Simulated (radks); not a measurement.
Values are calculated unless marked as measured or tabulated.
The tungsten ion W40+, 34 electrons, occupied as [Ar] 3d10 4s2 4p4 (the NIST ground configuration).

Code: a radial shooting solver on a logarithmic mesh with Libxc functionals. Model: scalar-relativistic Kohn-Sham, PBE, spin-polarised, spherical densities, finite nucleus; open shells are filled with parallel spins first (spin-orbit coupling, left out, can overturn this in heavy ions); Fermi nuclear charge, rms radius 5.3658 fm.

Energy parts (hartree):
| part | energy |
|---|---|
| total | -15132.5360 |
| kinetic | 16768.1711 |
| electron-nucleus | -34894.6931 |
| Hartree | 3245.2104 |
| exchange-correlation | -251.2244 |

Orbitals (lengths in bohr, moments of r in powers of bohr; <r^-3> diverges for s and p1/2; r(90%) holds 90 % of the orbital's charge):
[
 {"orbital": "1s up", "occ.": "1", "eigenvalue (hartree)": "-2620.795", "<r^4>": "5.819e-07", "<r>": "0.01835", "<r^-3>": "-", "r(90%)": "0.0334"},
 {"orbital": "1s down", "occ.": "1", "eigenvalue (hartree)": "-2620.722", "<r^4>": "5.819e-07", "<r>": "0.01835", "<r^-3>": "-", "r(90%)": "0.0334"},
 {"orbital": "2s up", "occ.": "1", "eigenvalue (hartree)": "-508.0813", "<r^4>": "0.00008706", "<r>": "0.07750", "<r^-3>": "-", "r(90%)": "0.120"},
 {"orbital": "2s down", "occ.": "1", "eigenvalue (hartree)": "-508.0424", "<r^4>": "0.00008704", "<r>": "0.07750", "<r^-3>": "-", "r(90%)": "0.120"},
 {"orbital": "2p up", "occ.": "3", "eigenvalue (hartree)": "-453.0013", "<r^4>": "0.00006823", "<r>": "0.06935", "<r^-3>": "19790", "r(90%)": "0.113"},
 {"orbital": "2p down", "occ.": "3", "eigenvalue (hartree)": "-452.9397", "<r^4>": "0.00006823", "<r>": "0.06935", "<r^-3>": "19790", "r(90%)": "0.113"},
 {"orbital": "3s up", "occ.": "1", "eigenvalue (hartree)": "-166.2833", "<r^4>": "0.003014", "<r>": "0.1984", "<r^-3>": "-", "r(90%)": "0.290"},
 {"orbital": "3s down", "occ.": "1", "eigenvalue (hartree)": "-166.2206", "<r^4>": "0.003009", "<r>": "0.1984", "<r^-3>": "-", "r(90%)": "0.290"},
 {"orbital": "3p up", "occ.": "3", "eigenvalue (hartree)": "-149.9062", "<r^4>": "0.003178", "<r>": "0.1979", "<r^-3>": "4565", "r(90%)": "0.295"},
 {"orbital": "3p down", "occ.": "3", "eigenvalue (hartree)": "-149.8344", "<r^4>": "0.003171", "<r>": "0.1978", "<r^-3>": "4565", "r(90%)": "0.295"},
 {"orbital": "3d up", "occ.": "5", "eigenvalue (hartree)": "-131.5743", "<r^4>": "0.002370", "<r>": "0.1784", "<r^-3>": "589.3", "r(90%)": "0.275"},
 {"orbital": "3d down", "occ.": "5", "eigenvalue (hartree)": "-131.5065", "<r^4>": "0.002363", "<r>": "0.1783", "<r^-3>": "589.6", "r(90%)": "0.275"},
 {"orbital": "4s up", "occ.": "1", "eigenvalue (hartree)": "-77.72518", "<r^4>": "0.04476", "<r>": "0.4002", "<r^-3>": "-", "r(90%)": "0.565"},
 {"orbital": "4s down", "occ.": "1", "eigenvalue (hartree)": "-77.39444", "<r^4>": "0.04485", "<r>": "0.4002", "<r^-3>": "-", "r(90%)": "0.566"},
 {"orbital": "4p up", "occ.": "3", "eigenvalue (hartree)": "-71.59071", "<r^4>": "0.05108", "<r>": "0.4110", "<r^-3>": "1479", "r(90%)": "0.585"},
 {"orbital": "4p down", "occ.": "1", "eigenvalue (hartree)": "-71.26225", "<r^4>": "0.05126", "<r>": "0.4111", "<r^-3>": "1480", "r(90%)": "0.586"},
 {"orbital": "4d up", "occ.": "0", "eigenvalue (hartree)": "-64.41304", "<r^4>": "0.05244", "<r>": "0.4080", "<r^-3>": "186.4", "r(90%)": "0.592"},
 {"orbital": "4d down", "occ.": "0", "eigenvalue (hartree)": "-64.10359", "<r^4>": "0.05261", "<r>": "0.4080", "<r^-3>": "186.9", "r(90%)": "0.593"},
 {"orbital": "5s up", "occ.": "0", "eigenvalue (hartree)": "-44.87533", "<r^4>": "0.3548", "<r>": "0.6794", "<r^-3>": "-", "r(90%)": "0.941"},
 {"orbital": "5s down", "occ.": "0", "eigenvalue (hartree)": "-44.74098", "<r^4>": "0.3568", "<r>": "0.6803", "<r^-3>": "-", "r(90%)": "0.942"},
 {"orbital": "5p up", "occ.": "0", "eigenvalue (hartree)": "-42.03170", "<r^4>": "0.4091", "<r>": "0.7014", "<r^-3>": "658.3", "r(90%)": "0.976"},
 {"orbital": "5p down", "occ.": "0", "eigenvalue (hartree)": "-41.90204", "<r^4>": "0.4116", "<r>": "0.7024", "<r^-3>": "658.0", "r(90%)": "0.977"}
]

The highest occupied level is 4p down at -1939.1 eV. For comparison, the ionisation energy in NIST's Atomic Spectra Database is 1941 eV (semi-empirical). In exact Kohn-Sham theory the highest level is minus the ionisation energy, but local and semilocal functionals leave it too shallow, through self-interaction and a potential that decays too fast; potentials with the right tail come closer. The electron density at the nucleus is 1.519e+06 e/bohr^3 (large components only).

Run on one thread of a shared host, so times are rough (Intel(R) Xeon(R) Platinum 8259CL CPU @ 2.50GHz): 0.38 s of CPU time, 0.38 s wall, 15 iterations on 2189 mesh points.
